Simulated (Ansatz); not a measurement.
Geometry optimisation, RKS PBE/def2-SVP in Ansatz 0.2.0.

The input (input.yaml):

```yaml
crystal:
  periodic: [false, false, false]
  atoms:
    - { symbol: Hf, position_ang: [-0.468052, 0.607383, 1.219653] }
    - { symbol: O, position_ang: [2.074309, -0.448303, -1.242247] }
    - { symbol: "N", position_ang: [-0.781139, -0.855021, 0.166688] }
    - { symbol: H, position_ang: [1.188271, -0.825812, -1.061964] }
    - { symbol: Cl, position_ang: [-1.030124, 2.557929, -0.014992] }
    - { symbol: Cl, position_ang: [-1.675105, 0.439333, 3.254474] }
    - { symbol: H, position_ang: [1.884438, 0.165224, -1.977642] }
    - { symbol: H, position_ang: [-1.192798, -1.640833, -0.344071] }
basis:
  gaussian: { orbitals: def2-SVP }
hamiltonian:
  xc: pbe
relax:
  f_tol: 0.03
  max_steps: 50
```

Launched with:

```bash
$ ansatz run input.yaml --threads 2 --pin off --max-ram 3072MiB --backend cpu --events-out ev --progress --plain --runs-dir out
```

Question: Where does it end, and by what steps?

Answer: The forces met the threshold. The force dipped under the threshold on the way, but the program's further checks kept it going. After 19 steps the energy has fallen by 1.253 eV; Cl6 moved furthest, 1.44 Å. Joined: Hf1–O2.

```
step  energy less start (eV)  largest force component (eV/Å)  accepted
   0                  0.0000                           0.355       yes
   1                 -0.1217                           1.028       yes
   2                 -0.3275                           1.007       yes
   3                 -0.6056                           0.602       yes
   4                 -0.8835                           0.562       yes
   5                 -1.0572                           0.464       yes
   6                 -1.1593                           0.435       yes
   7                 -1.2007                           0.316       yes
   8                 -1.2103                           0.913       yes
   9                 -1.2153                           0.615       yes
  10                 -1.2350                           0.329       yes
  11                 -1.2387                           0.187       yes
  12                 -1.2459                           0.112       yes
  13                 -1.2426                           0.545        no
  14                 -1.2488                           0.054       yes
  15                 -1.2491                           0.321       yes
  16                 -1.2521                           0.037       yes
  17                 -1.2521                           0.064        no
  18                 -1.2524                           0.009       yes
  19                 -1.2525                           0.019       yes
```

```xyz
8
Properties=species:S:1:pos:R:3
Hf -0.449 0.414 0.536
O 1.495 -0.068 -0.471
N -1.282 -1.077 -0.131
H 1.366 -0.785 -1.124
Cl -1.174 2.438 -0.544
Cl -0.272 0.408 2.933
H 2.201 0.526 -0.793
H -1.886 -1.856 -0.406
```

Time of the run: 84 s on 2 threads of Intel(R) Xeon(R) Processor @ 2.70GHz, on a shared host, peak memory 0.24 GiB.
